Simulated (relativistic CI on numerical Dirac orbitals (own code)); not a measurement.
# Sensitivity of the levels of I to α and to the nuclear radius

Computed by Dirac-Coulomb-Breit CI, separate exchange-only KLI orbitals for each configuration, valence Slater integrals scaled by 0.85, P86 correlation energy added to each configuration, derivatives by finite differences, QED left out (own radial code, finite nucleus).

Configurations in the expansion (outside the closed core [Kr] 4d10): 5s2 5p5, 5s2 5p4 6s, 5s2 5p4 6p, 5s2 5p4 5d, 5s2 5p4 7p, 5s 5p6, 5s2 5p4 6d. The list is cut by size and lacks configurations that can hold low levels.

With x = (α/α₀)² − 1 an excitation energy changes as ω = ω₀ + qx; K = 2q/ω₀ is the relative enhancement. Terms are leading LS components, so labels can repeat. The field-shift factor is F = δν/δ⟨r²⟩ for the transition from the lowest level.

Lowest level 5s2 5p5 2P°_3/2.

```tsv
Level	ω₀ (cm⁻¹)	q (cm⁻¹)	K	F (GHz/fm²)
5s2 5p5 2P°_1/2	7721.7	8640	2.24	-0.252
5s2 5p4 6s 4P_5/2	55042.3	-3863	-0.14	3.88
5s2 5p4 6s 2P_3/2	56722.7	-3623	-0.128	3.53
5s2 5p4 6s 4P_1/2	61486.0	1383	0.045	3.67
5s2 5p4 6s 4P_3/2	62418.0	4451	0.143	3.48
5s2 5p4 6s 2P_1/2	63996.9	3658	0.114	3.14
5s2 5p4 6p 4P°_5/2	64442.0	-2744	-0.0852	2.42
5s2 5p4 6p 4P°_3/2	64618.1	-3091	-0.0957	2.43
5s2 5p4 6p 4D°_7/2	65117.7	-2803	-0.0861	2.42
5s2 5p4 6p 2D°_5/2	65213.0	-3026	-0.0928	2.43
5s2 5p4 6p 2P°_1/2	65395.0	-2988	-0.0914	2.43
5s2 5p4 6p 2P°_3/2	66451.5	-2514	-0.0757	2.4
5s2 5p4 5d 4D_7/2	66822.5	-1606	-0.0481	2.21
5s2 5p4 5d 4D_5/2	66937.6	-1533	-0.0458	2.29
5s2 5p4 5d 4D_3/2	67323.4	-1490	-0.0443	2.38
5s2 5p4 5d 4F_9/2	68082.2	-2388	-0.0701	2.29
5s2 5p4 5d 4D_1/2	68138.0	-1594	-0.0468	2.25
5s2 5p4 5d 2F_7/2	69015.4	-2491	-0.0722	2.32
5s2 5p4 5d 4P_1/2	69354.9	-2018	-0.0582	1.81
5s2 5p4 6s 2D_3/2	69670.6	970.4	0.0279	2.97
5s2 5p4 6s 2D_5/2	69917.7	2913	0.0833	3.45
5s2 5p4 5d 2D_5/2	70605.5	-1351	-0.0383	2.45
5s2 5p4 6s 2D_3/2	70996.2	583.4	0.0164	2.76
```

For a near-neutral ion this model can misplace configurations by up to about 10,000 cm⁻¹ (more where the count of f electrons changes) and terms by 10 to 25 % of their spread. Rates follow the energies as ν³ (E1, M1) or ν⁵ (E2), so they and the lifetimes can be off by large factors. The fine structure of a lone outer electron comes out too small, for d and f at times inverted, and misplaced configurations move strength between like terms.
